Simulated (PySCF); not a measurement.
Predicted microwave data (PBE0/pcSseg-1 in PySCF (dipole) on a GFN2-xTB geometry, gas phase) for one isomer of C6H13PSi:

| Quantity | Value |
| --- | --- |
| Rotational constants | A = 2246, B = 1016, C = 821.7 MHz |
| Dipole components | \|μa\| = 0.11 D, \|μb\| = 0.40 D, \|μc\| = 0.82 D |
| Inertial defect | -107.16 u·Å² |
| κ | -0.73 |

Problem. Which structure is it? (One computed conformer of each.)
A. `[CH3:1][C:2]1=[C:3]([SiH3:4])[CH2:5][CH2:6][P:7]1[CH3:8]` with C2–C3–C5–C6 -14°, C3–C5–C6–P7 21°, C5–C6–P7–C8 79°, C1–C2–P7–C6 -170°
B. `[CH3:1][C:2]1=[C:3]([CH3:4])[CH2:5][P:6]([SiH3:7])[CH2:8]1` with C2–C3–C5–P6 17°, C3–C5–P6–Si7 77°, C5–P6–C8–C2 21°, C1–C2–C8–P6 165°
C. `C#CP(C)[Si](C)(C)C`
D. `[CH3:1][C:2]1=[CH:3][CH2:4][P:5]([CH2:6][SiH3:7])[CH2:8]1` with C4–P5–C6–Si7 173°, C2–C3–C4–P5 -15°, C3–C4–P5–C6 -78°, C4–P5–C8–C2 -20°, C1–C2–C8–P5 -165°
E. `[CH3:1][CH2:2][CH2:3][C:4]#[C:5][Si@@H:6]([CH3:7])[PH2:8]` with C1–C2–C3–C4 65°, C5–Si6–P8–H -45° and 48°

Solution. A. It is CC1=C([SiH3])CCP1C, an asymmetric top, point group C1. The candidates at the same level (rigid rotor, commonest isotopes):

| SMILES | A (MHz) | B (MHz) | C (MHz) | μa (D) | μb (D) | μc (D) | Δ (u·Å²) | point group | rotor |
| --- | --- | --- | --- | --- | --- | --- | --- | --- | --- |
| CC1=C([SiH3])CCP1C | 2246 | 1016 | 821.7 | 0.11 | 0.40 | 0.82 | -107.16 | C1 | asymmetric top |
| C#CP(C)[Si](C)(C)C | 1713 | 1072 | 906.7 | 0.97 | 0.05 | 1.33 | -209.23 | C1 | asymmetric top |
| CC1=C(C)CP([SiH3])C1 | 1953 | 1052 | 958.3 | 1.81 | 0.01 | 0.55 | -211.77 | near Cs | asymmetric top |
| CCCC#C[Si@@H](C)P | 2037 | 600.6 | 502.5 | 2.03 | 0.65 | 0.47 | -83.79 | C1 | asymmetric top |
| CC1=CCP(C[SiH3])C1 | 2218 | 917.8 | 764.9 | 1.20 | 0.64 | 0.94 | -117.76 | C1 | asymmetric top |

`CC1=C(C)CP([SiH3])C1` has C 17 % too high; `C#CP(C)[Si](C)(C)C` has A 24 % too low; `CC1=CCP(C[SiH3])C1` has B 10 % too low; `CCCC#C[Si@@H](C)P` has B 41 % too low. No structure here is proved a minimum.
